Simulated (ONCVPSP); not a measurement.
## Logarithmic derivatives: As, ONCV

arsenic (As), optimised norm-conserving Vanderbilt (ONCV), made with ONCVPSP 4.0.1 (PBEsol, scalar-relativistic). Core [Ne], reference 3s2 3p6 3d10 4s2 4p1 (charge +2). Waves: 3s+4s: rc 0.95 bohr, ncon 4, nbas 7, qcut 15.3 1/bohr, 2 projectors; 3p+4p: rc 1.05 bohr, ncon 3, nbas 7, qcut 13.5 1/bohr, 2 projectors; 3d: rc 0.70 bohr, ncon 5, nbas 10, qcut 21.5 1/bohr, 1 projector. Local part: polynomial inside 0.50 bohr (lpopt 5, dvloc0 0 Ha). Core correction: Teter function, fcfact 4.25, rcfact 1.55.

The phase is arctan(r·R′/R) of the radial function R(r), unwrapped; energies in Ha, scanned from -9 to 5 Ha. A pole is an energy at which the radial function vanishes at the test radius. The pseudo phase is shifted by a multiple of π to meet the all-electron one at the reference energy, and phase errors are pseudo minus all-electron; the curves can meet again beyond the range given. Levels narrower than the energy grid can be missing from the lists of poles.

Question: For each channel, where are the poles, and over which energies does the pseudopotential scatter like the atom?

Answer:

| channel | radius (bohr) | reference energy (Ha) | poles, all-electron | poles, pseudo | unbroken range about the reference energy with phases within 0.05 rad | phase error 1 Ha above the reference energy (rad) |
| --- | --- | --- | --- | --- | --- | --- |
| s | 0.96 | -1.23 | -6.33 | -6.33 | the whole range | +0.000 |
| p | 1.07 | -0.83 | -4.81 | -4.81 | the whole range | +0.000 |
| d | 0.71 | -2.28 | 2.96 | 3.06 | the whole range | +0.000 |

Phases in the p channel:

```
E (Ha)  all-electron  pseudo
 -8.96         1.087   1.087
 -8.24         0.969   0.969
 -7.52         0.711   0.711
 -6.80        -0.037  -0.037
 -6.08        -1.050  -1.050
 -5.36        -1.436  -1.436
 -4.64        -1.601  -1.601
 -3.92        -1.699  -1.699
 -3.20        -1.774  -1.774
 -2.48        -1.844  -1.844
 -1.76        -1.917  -1.917
 -1.04        -2.003  -2.003
 -0.32        -2.116  -2.116
  0.40        -2.276  -2.276
  1.12        -2.521  -2.521
  1.84        -2.891  -2.890
  2.56        -3.354  -3.353
  3.28        -3.760  -3.760
  4.00        -4.035  -4.035
  4.72        -4.211  -4.211
```
